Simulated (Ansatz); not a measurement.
System: sum formula H$_{2}$BO$_{2}$ (charge -1, singlet). It need not be the lowest isomer of its formula. Whether it binds its extra electron was not tested at this geometry. SMILES: [O-]BO
Structure (B3LYP-D3(BJ)/def2-TZVP (Ansatz, an electronic-structure program) minimum search):
```
B
O 1 1.2778
O 1 1.4534 2 125.44
H 3 0.9621 1 107.07 2 180.00
H 1 1.2599 2 125.60 3 180.00
```
Charge -1, spin multiplicity 1.

Parts of the frozen-core correlation energy in STO-3G (Ansatz, hartree). Frozen orbitals: 3; correlated occupied orbitals by spin: 9 and 9; virtual: 5 and 5. No spin-orbit coupling. No relativistic terms.

| term | value |
|---|---|
| reference (HF) | -173.11390 |
| MP2 opposite-spin | -0.10443 |
| MP2 same-spin | -0.02512 |
| CCSD correlation | -0.15202 |
| (T) | -0.00647 |
| FCI minus CCSD(T) | -0.00059 |
| T1 diagnostic | 0.017 |
| largest doubles amplitude | 0.141 |
